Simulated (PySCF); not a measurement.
Tungsten: a sound run and one with changed settings

Sound run: W²⁺ [Xe] 4f14 5d4, W³⁺ [Xe] 4f14 5d3. All numbers are calculated (PySCF 2.14, a scalar-relativistic core potential, in def2-TZVP with the def2 core potential (60 electrons) (6s4p3d1f, 40 functions)). In the sound run the correlated levels freeze 5s2 5p6 outside the core potential. The sound run starts from symmetry-adapted Hartree-Fock orbitals and uses a fine grid where one is needed.

Changed run: initial guess minao, at most 50 SCF cycles.

```csv
species,method,sound run (hartree),changed run (hartree),converged
W²⁺,UHF,-65.55187,-65.55187,yes
W²⁺,MN15,-65.95513,-65.95513,yes
W²⁺,BP86,-66.13280,-66.13364,yes
W²⁺,MP2,-65.57375,-65.57375,yes
W³⁺,UHF,-64.64389,-64.64389,yes
W³⁺,MN15,-65.00844,-65.00844,yes
W³⁺,BP86,-65.17735,-65.17735,yes
W³⁺,MP2,-64.65235,-64.65235,yes
```

Ionisation energy of W²⁺:

| method | sound run (eV) | changed run (eV) |
| --- | --- | --- |
| UHF | 24.707 | 24.707 |
| MN15 | 25.761 | 25.761 |
| BP86 | 25.999 | 26.022 |
| MP2 | 25.073 | 25.073 |
| SCS-MP2 | 24.829 | 24.829 |

Where the changed run lies lower, it found another determinant of the same configuration, with other orbitals of the open shell filled.

For comparison, NIST gives 26 ± 0.4 eV between the lowest levels.
